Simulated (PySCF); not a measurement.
# Polarisability and C₆ of Hf⁺ (hafnium, charge +1)

[Xe] 4f14 5d1 6s2, 2D determinant. Computed with PySCF 2.14 in def2-TZVPPD with the def2 core potential (60 electrons), with scalar relativity through the core potential. Coupled (time-dependent) response in atomic units; α is the mean over directions.

| method | mean α (bohr³) | α xx, yy, zz | C₆ (like pair) | S(−4) |
| --- | --- | --- | --- | --- |
| PBE | 51.04 | 50.13, 50.13, 52.87 | 483.2 | 1098 |
| PBE0 | 53.22 | 52.10, 52.10, 55.46 | 509.2 | 1212 |
| wB97X-V | 56.61 | 55.68, 55.68, 58.48 | 565.8 | 1276 |

S(−4) is the Cauchy moment in α(ω) = α(0) + S(−4) ω² + …

Spin-orbit coupling is absent.

α(iu) at PBE:

| u (hartree) | α(iu) (bohr³) |
| --- | --- |
| 0 | 51.04 |
| 0.0500 | 48.47 |
| 0.100 | 42.30 |
| 0.200 | 29.06 |
| 0.300 | 20.15 |
| 0.500 | 11.46 |
| 0.750 | 7.062 |
| 1.00 | 4.954 |
| 1.50 | 2.922 |
| 2.00 | 1.942 |
| 3.00 | 1.027 |
| 5.00 | 0.4190 |

A single London oscillator, α(iu) = α/(1 + u²/ω²), gives C₆ = (3/4) ω α². Matching the computed C₆ needs ω = 4 × 483.2 / (3 × 51.04²) = 0.247 hartree.

For an ion, C₆ is the dispersion term alone; charge-induced terms of lower order in 1/R come first.

The components differ because the open shell of this determinant is not spherical; for a pure term their mean is the scalar polarisability.

⟨L²⟩ = 8.40 against 6 for a pure D term, so this real determinant mixes terms. Energies and moments cover only the electrons outside the core potential. Spin-orbit coupling, absent here, splits the open shell strongly. ⟨S²⟩ = 1.37 against 0.75 shows spin contamination. The s, p, d and f populations moved away from the nominal configuration during the SCF.
